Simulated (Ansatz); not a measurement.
Reaction (redistribution): `CB/C=C/O` + `O[SiH2]/C=C/Cl` → `CB/C=C/Cl` + `O/C=C/[SiH2]O`

Calculated with Ansatz (gas phase, PBE0-D4/def2-TZVP geometries, no zero-point term in ΔE). CCSD(T)/CBS adds triple-zeta CCSD(T) − MP2 to the extrapolated MP2 energy (def2 sets, frozen cores). Double bonds are as drawn, so ΔE can hold a change between cis and trans. DFT in def2-TZVPP. B3LYP here is the variant with VWN-RPA as its local correlation; programs differ in this. One conformer a species, not always the lowest.

`CB/C=C/O`:

Cartesian coordinates in Å:
```
C -0.321 -1.094 -1.380
B -0.992 -0.690 -0.022
C -0.438 0.320 0.976
C 0.716 0.967 0.756
O 1.227 1.860 1.616
H -0.160 -2.178 -1.396
H -1.024 -0.905 -2.201
H 0.625 -0.610 -1.633
H -2.034 -1.230 0.246
H -0.956 0.555 1.903
H 1.302 0.795 -0.144
H 2.055 2.210 1.278
```

`O[SiH2]/C=C/Cl`:

Cartesian coordinates in Å:
```
O 0.870 1.550 -0.773
Si 0.263 1.002 0.659
C -0.479 -0.687 0.457
C -0.591 -1.241 -0.741
Cl -1.262 -2.803 -1.028
H 1.750 1.265 -1.019
H 1.326 0.936 1.701
H -0.773 1.977 1.076
H -0.831 -1.241 1.325
H -0.273 -0.757 -1.657
```

`CB/C=C/Cl`:

Cartesian coordinates in Å:
```
C -0.497 1.420 -0.495
B -0.667 -0.116 -0.705
C 0.091 -1.212 0.073
C 0.983 -0.901 1.014
Cl 1.871 -2.050 1.925
H -0.223 1.886 -1.449
H -1.473 1.857 -0.247
H 0.221 1.744 0.260
H -1.453 -0.478 -1.539
H -0.081 -2.267 -0.127
H 1.229 0.117 1.290
```

`O/C=C/[SiH2]O`:

Cartesian coordinates in Å:
```
O -2.344 1.205 -0.046
C -1.221 0.506 0.204
C -0.265 0.172 -0.665
Si 1.221 -0.788 -0.149
O 1.354 -0.835 1.497
H -2.373 1.434 -0.982
H -1.174 0.229 1.253
H -0.376 0.482 -1.705
H 2.430 -0.175 -0.772
H 1.149 -2.210 -0.568
H 1.600 -0.019 1.933
```

Is it downhill or uphill in electronic energy at CCSD(T)/CBS, and by how much? (An estimate is asked.)

Ansatz gave: Nearly level: ΔE = +0.6 kcal/mol.

What do these levels give: PBE-D4, r2SCAN-D4, ωB97X-V, B2PLYP, r2SCAN, B3LYP, SCS-MP2/def2-TZVPP, HF/def2-QZVPP, MP2/def2-QZVPP, HF/CBS(def2), MP2/CBS(def2), CCSD/CBS(def2)? (Best estimate.)

Ansatz gave: PBE-D4 1.0, r2SCAN-D4 0.8, ωB97X-V 0.7, B2PLYP 0.8, r2SCAN 0.8, B3LYP 1.0, SCS-MP2/def2-TZVPP 0.5, HF/def2-QZVPP 0.5, MP2/def2-QZVPP 0.6, HF/CBS(def2) 0.5, MP2/CBS(def2) 0.6, CCSD/CBS(def2) 0.6 kcal/mol.

Largest T1 diagnostic among the species: 0.013.
